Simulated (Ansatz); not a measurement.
Spectroscopic constants of CuH, closed-shell singlet (the spin of the measured ground state). No spin–orbit coupling. Cu is treated without relativity.

Seven points along R, fitted to fifth degree in 1/R; most abundant isotopes. In def2 and cc sets the state is the lowest found near the PBE0 minimum, followed along R. The singlet is held restricted.

Correlated levels freeze the inner cores; with def2 sets outer-core shells near the valence are correlated too. CBS(a, b) extrapolates the correlation energy as X⁻³ and adds the Hartree–Fock energy of set b.

Programs: Ansatz (a program for electronic structure). Values without a source in brackets are computed.

Quantity: ω_e, from seven points a level.

Costs are ratios of core time to PBE/def2-TZVPP (roughly 6 s), for whole runs (searches for the state included, and forces where a run took them) on one shared machine, so rough; each error counts from the measured 1941.3 cm⁻¹ [Huber and Herzberg (1979), NIST Chemistry WebBook].

```json
[
 {"level": "PBE/def2-TZVPP", "basis functions": "78", "cost": "×1", "error (cm⁻¹)": "-34"},
 {"level": "PBE0/def2-TZVPP", "basis functions": "78", "cost": "×1", "error (cm⁻¹)": "-67"},
 {"level": "B3LYP/def2-TZVPP", "basis functions": "78", "cost": "×1", "error (cm⁻¹)": "-68"},
 {"level": "CAM-B3LYP/def2-TZVPP", "basis functions": "78", "cost": "×1", "error (cm⁻¹)": "-36"},
 {"level": "r2SCAN/def2-TZVPP", "basis functions": "78", "cost": "×1", "error (cm⁻¹)": "26"},
 {"level": "B2PLYP/def2-TZVPP", "basis functions": "78", "cost": "×2", "error (cm⁻¹)": "-4"},
 {"level": "B97M-V/def2-TZVPP", "basis functions": "78", "cost": "×2", "error (cm⁻¹)": "-86"},
 {"level": "wB97X-V/def2-TZVPP", "basis functions": "78", "cost": "×2", "error (cm⁻¹)": "-50"},
 {"level": "wB97M-V/def2-TZVPP", "basis functions": "78", "cost": "×2", "error (cm⁻¹)": "-49"},
 {"level": "CCSD(T)/def2-TZVPP", "basis functions": "78", "cost": "×4", "error (cm⁻¹)": "-71"},
 {"level": "CCSD(T)/def2-QZVPP", "basis functions": "130", "cost": "×20", "error (cm⁻¹)": "38"},
 {"level": "CCSD(T)/CBS(def2-TZVPP, def2-QZVPP)", "basis functions": "-", "cost": "×20", "error (cm⁻¹)": "122"}
]
```

The cheapest listed level whose error stays within 19 cm⁻¹: B2PLYP/def2-TZVPP (-4 cm⁻¹, cost ×2).

What the step from CCSD(T)/def2-TZVPP to CCSD(T)/def2-QZVPP costs and buys: 78 to 130 functions, cost ×5 (rough); the error goes from -71 to 38 cm⁻¹.
